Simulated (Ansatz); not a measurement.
ClFGe2H4 (`[F][GeH]([Cl])[GeH3]`), relaxed with RKS PBE-D4/def2-SVP in Ansatz from a rough embedded geometry. The force threshold is 0.03 eV/Å; the program also tests the step.

Total charge 0; spin multiplicity 1.

Start:

```xyz
8

F     2.014    0.446    1.217
Ge    0.433   -0.267    1.053
Cl    0.651   -2.408    1.081
Ge   -0.511    0.373   -1.072
H    -0.498    0.154    2.204
H    -0.641    1.976   -1.034
H     0.447   -0.018   -2.204
H    -1.895   -0.255   -1.246
```

| step | energy (eV) | largest force (eV/Å) | largest move (Å) |
| --- | --- | --- | --- |
| 1 | -128298.0443 | 0.970 | 0.000 |
| 2 | -128298.1129 | 0.332 | 0.199 |
| 3 | -128298.1349 | 0.137 | 0.114 |
| 4 | -128298.1374 | 0.151 | 0.075 |
| 5 | -128298.1438 | 0.098 | 0.054 |
| 6 | -128298.1450 | 0.014 | 0.017 |

End:

```xyz
8

F     1.977    0.449    1.229
Ge    0.367   -0.251    1.070
Cl    0.649   -2.413    1.041
Ge   -0.519    0.428   -1.097
H    -0.382    0.108    2.383
H    -0.667    1.968   -1.142
H     0.475   -0.049   -2.181
H    -1.900   -0.241   -1.302
```

It took 8.5 s on 4 threads of a server CPU on a shared host, with 0.19 GiB of host memory at the peak.
